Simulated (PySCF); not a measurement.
# Bonding in `C#C[C@]1(C)C[SiH2]1`

C5H8Si.
Atom-mapped SMILES: `[CH:1]#[C:2][C@:3]1([CH3:4])[CH2:5][SiH2:6]1` (hydrogens: H7 on C1; H8, H9, H10 on C4; H11, H12 on C5; H13, H14 on Si6)

Cartesian coordinates in Å at the GFN2-xTB level; atoms count from 1:
```
atom  x, y, z in Å
C1     1.737    0.213    2.000
C2     0.983    0.166    1.068
C3     0.079    0.100   -0.030
C4     0.227    1.252   -1.003
C5    -1.365   -0.311    0.327
Si6   -0.455   -1.622   -0.663
H7     2.399    0.262    2.812
H8    -0.458    1.135   -1.840
H9     1.244    1.301   -1.390
H10    0.008    2.199   -0.508
H11   -1.552   -0.471    1.381
H12   -2.138    0.294   -0.126
H13    0.040   -2.794    0.032
H14   -0.749   -1.725   -2.082
```

Bond orders from the PBE0/pcSseg-1 density (PySCF). Isolated species at its GFN2-xTB geometry, gas phase.

Q: How far do the computed orders between heavy atoms stray from the drawn ones?

A: The largest departure is 0.585, at C1–C2 (drawn triple, 2.415). Drawn single, order below 0.88: C3–C5 (0.870) and Si6–C3 (0.848). Drawn double or triple, more than 0.30 short of the drawn order: C1–C2 (2.415).

Q: Give the Mayer order of every bond between heavy atoms, beside its length.

A: 
```json
{"bond": "C1–C2", "drawn as": "triple", "length (Å)": "1.200", "Mayer order": "2.415"}
{"bond": "C2–C3", "drawn as": "single", "length (Å)": "1.424", "Mayer order": "0.981"}
{"bond": "C3–C4", "drawn as": "single", "length (Å)": "1.515", "Mayer order": "1.048"}
{"bond": "C3–C5", "drawn as": "single", "length (Å)": "1.543", "Mayer order": "0.870"}
{"bond": "C5–Si6", "drawn as": "single", "length (Å)": "1.878", "Mayer order": "0.958"}
{"bond": "Si6–C3", "drawn as": "single", "length (Å)": "1.911", "Mayer order": "0.848"}
```

By pair of heavy elements: C–C: lowest C3–C5 (0.870, 1.543 Å), highest C1–C2 (2.415, 1.200 Å); in 1 of the 6 pairs the longer bond (by over 0.003 Å) has the higher order (by 0.02 or more). C–Si: lowest Si6–C3 (0.848, 1.911 Å), highest C5–Si6 (0.958, 1.878 Å).

Q: And the bonds to hydrogen?

A: C–H: 0.95 to 1.16 (6 bonds); H–Si: 0.94 to 0.95 (2 bonds).

Q: Sum the orders of all bonds at each heavy atom with more than one neighbour and set the sums beside the valence in the SMILES.

A: C1 3.570 (drawn 4), C2 3.396 (drawn 4), C3 3.747 (drawn 4), C4 3.916 (drawn 4), C5 3.726 (drawn 4), Si6 3.690 (drawn 4). Orders between atoms that aren't bonded are not in these sums.

For a closed shell the Mayer order of atoms A and B is Σ (PS)μν (PS)νμ over the basis functions μ on A and ν on B, with P the density and S the overlap matrix.
